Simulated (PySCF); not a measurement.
# Correlation energy of Ar (argon, neutral)

[Ar], closed-shell 1S. Computed with PySCF 2.14 in x2c-TZVPPall (5s5p3d1f, 42 functions), with scalar relativity by spin-free X2C-1e. Frozen: 1s2; 16 electrons correlated.

```
  level  correlation energy (mhartree)
   CCSD                        -389.75
    (T)                          -8.12
CCSD(T)                        -397.87
```

Diagnostics: T1 = 0.0021, D1 = 0.0043, largest double amplitude 0.050.

Cost of the coupled-cluster step: about 0.5 core-seconds, for 16 correlated electrons.

This basis was not built for core-valence correlation, so the inner-shell part is incomplete.
